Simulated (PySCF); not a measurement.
# Radial density of Zr (zirconium, neutral)

revPBE, [Kr] 4d3 5s1, high-spin 5F determinant (an excited configuration). Computed with PySCF 2.14 in ANO-RCC-VTZP (7s6p4d2f1g, 68 functions), with scalar relativity by spin-free X2C-1e.

```csv
r (bohr),4πr²ρ (e/bohr),4πr²(ρα − ρβ)
0.0307,49.27,-0.0001
0.0517,41.96,-0.0044
0.0870,54.99,0.0102
0.146,55.66,0.0784
0.246,37.04,0.2015
0.414,44.07,0.1246
0.696,14.38,0.0688
1.17,9.192,0.9150
1.97,3.453,1.3376
3.31,0.9235,0.8678
5.57,0.1657,0.1656
9.37,0.003427,0.0034
```

Densities and radii are taken from the X2C orbitals without a picture-change correction, which distorts them close to the nucleus.

(1) Where is the radial spin density 4πr²(ρα − ρβ) most negative, and why is it negative at all?

Results:

(1) Around r = 0.0517 bohr, down to -0.0044 e/bohr: exchange with the open shell polarises the paired shells in an unrestricted calculation.
